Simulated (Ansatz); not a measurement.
A geometry relaxed with PBE0-D3(BJ)/def2-TZVP in Ansatz (a program for electronic structure), charge 0, multiplicity 1:

```xyz
4

Br     2.1056    -0.7755    -0.0319
Cl    -0.3270     2.1211     0.0004
Br    -1.7743    -1.3737     0.0315
Ga    -0.0043     0.0281     0.0000
```

Task: Write the SMILES of this molecule.

Result: `[Cl][Ga]([Br])[Br]`
